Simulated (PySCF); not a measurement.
# How methods differ on the excitation energy of Mn

Mn [Ar] 3d5 4s2 (6S) → Mn [Ar] 3d4 4s2 5s1, s spin flipped, as a difference of total energies. All numbers are calculated (PySCF 2.14, the non-relativistic Hamiltonian (point nucleus), in aug-cc-pVQZ). The calculations carry no spin-orbit coupling.

```tsv
method	excitation energy (eV)
LDA	12.521
PBE	12.141
PBE0	12.004
r2SCAN	12.391
```

The upper determinant mixes two multiplicities, so it lies between the two terms.

The upper state lies above the first ionisation limit, but in LS coupling its spin forbids autoionisation to the ground ion. A Rydberg-like electron needs more diffuse functions than a valence basis has.

The promoted electron is Rydberg-like, and one or two diffuse shells describe it only roughly, which tends to raise the upper state.
